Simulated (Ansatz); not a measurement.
Consider the ligand exchange at the Si–O bond: `O[SiH](Cl)O[Si](O)(F)F` + `O[SiH](O)O` → `O[SiH](O)O[SiH](O)Cl` + `O[Si](O)(F)F`.

Gas-phase electronic energies from Ansatz, PBE0-D4/def2-TZVP geometries. CCSD(T)/CBS adds triple-zeta CCSD(T) − MP2 to the extrapolated MP2 energy (def2 sets, frozen cores). Functionals use def2-TZVPP. One conformer a species, not always the lowest.

```
          level  ΔE (kcal/mol)
         B2PLYP           -0.1
CCSD/def2-TZVPP            0.3
```

Q: What does CCSD(T)/CBS give? (An estimate is asked.)

A: Computed: -0.1 kcal/mol. The listed levels differ from it by 0.0, 0.4 kcal/mol.

Largest T1 diagnostic among the species: 0.011.
